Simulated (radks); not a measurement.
Isoelectronic series with 16 electrons, each ion in its NIST ground configuration. Calculated with a radial shooting solver on a logarithmic mesh with Libxc functionals: Dirac Kohn-Sham, LDA (Slater exchange, Perdew-Wang correlation), spin-unpolarised, spherical densities, point nucleus; open shells fill j = l - 1/2 first. Total energies (hartree) and mean radii <r> (bohr):

| ion | configuration | E (hartree) | 3p3/2 | 3p1/2 |
|---|---|---|---|---|
| S | [Ne] 3s2 3p4 | -397.83512 | 2.076 | 2.066 |
| Cl+ | [Ne] 3s2 3p4 | -459.60884 | 1.709 | 1.701 |
| Ar2+ | [Ne] 3s2 3p4 | -526.16716 | 1.469 | 1.462 |
| K3+ | [Ne] 3s2 3p4 | -597.50630 | 1.295 | 1.289 |
| Ca4+ | [Ne] 3s2 3p4 | -673.62890 | 1.162 | 1.156 |
| Sc5+ | [Ne] 3s2 3p4 | -754.54124 | 1.055 | 1.049 |
| Ti6+ | [Ne] 3s2 3p4 | -840.25201 | 0.9674 | 0.9619 |
| V7+ | [Ne] 3s2 3p4 | -930.77168 | 0.8939 | 0.8884 |
| Cr8+ | [Ne] 3s2 3p4 | -1026.11219 | 0.8313 | 0.8258 |
| Mn9+ | [Ne] 3s2 3p4 | -1126.28671 | 0.7771 | 0.7716 |
| Fe10+ | [Ne] 3s2 3p4 | -1231.30953 | 0.7298 | 0.7243 |
| Co11+ | [Ne] 3s2 3p4 | -1341.19597 | 0.6881 | 0.6825 |
| Ni12+ | [Ne] 3s2 3p4 | -1455.96234 | 0.6510 | 0.6454 |
| Cu13+ | [Ne] 3s2 3p4 | -1575.62592 | 0.6177 | 0.6121 |
| Zn14+ | [Ne] 3s2 3p4 | -1700.20493 | 0.5878 | 0.5820 |
| Ga15+ | [Ne] 3s2 3p4 | -1829.71851 | 0.5606 | 0.5548 |
| Ge16+ | [Ne] 3s2 3p4 | -1964.18675 | 0.5359 | 0.5300 |
| As17+ | [Ne] 3s2 3p4 | -2103.63068 | 0.5133 | 0.5073 |
